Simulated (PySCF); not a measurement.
A species of formula C4H10ClFSi2 has this rotational fingerprint, computed with PBE0/pcSseg-1 in PySCF (dipole) on a GFN2-xTB geometry, gas phase:

```
Rotational constants : A = 2114, B = 503.7, C = 429.9 MHz
Dipole components    : |μa| = 2.43 D, |μb| = 0.68 D, |μc| = 0.73 D
Inertial defect      : -66.81 u·Å²
κ                    : -0.91
```

Question: Which structure is it? (One computed conformer of each.)
A. `[CH2:1]=[C:2]([CH3:3])[Si@@H:4]([Cl:5])[C@H:6]([F:7])[SiH3:8]` with C1–C2–Si4–Cl5 -26°, C2–Si4–C6–F7 166°
B. `[CH2:1]=[CH:2][SiH2:3][C@@H:4]([F:5])[SiH2:6][CH2:7][Cl:8]` with C1–C2–Si3–C4 3°, C2–Si3–C4–F5 176°, Si3–C4–Si6–C7 -131°, C4–Si6–C7–Cl8 -179°
C. `[CH2:1]=[CH:2][SiH2:3][SiH2:4][C@@H:5]([Cl:6])[CH2:7][F:8]` with C1–C2–Si3–Si4 91°, C2–Si3–Si4–C5 -53°, Si3–Si4–C5–Cl6 175°, Si4–C5–C7–F8 61°

Answer: B. It is C=C[SiH2][C@@H](F)[SiH2]CCl, a near-prolate asymmetric top, point group C1. The candidates at the same level (rigid rotor, commonest isotopes):

```csv
SMILES,A (MHz),B (MHz),C (MHz),μa (D),μb (D),μc (D),Δ (u·Å²),point group,rotor
C=C[SiH2][C@@H](F)[SiH2]CCl,2114,503.7,429.9,2.43,0.68,0.73,-66.81,C1,near-prolate asymmetric top
C=C(C)[Si@@H](Cl)[C@H](F)[SiH3],1243,937.7,601.1,0.42,2.92,0.60,-105.00,C1,asymmetric top
C=C[SiH2][SiH2][C@@H](Cl)CF,1681,658.6,587.2,0.61,0.48,0.37,-207.30,C1,asymmetric top
```

`C=C[SiH2][SiH2][C@@H](Cl)CF` has C 37 % too high; `C=C(C)[Si@@H](Cl)[C@H](F)[SiH3]` has B 86 % too high. No structure here is proved a minimum.
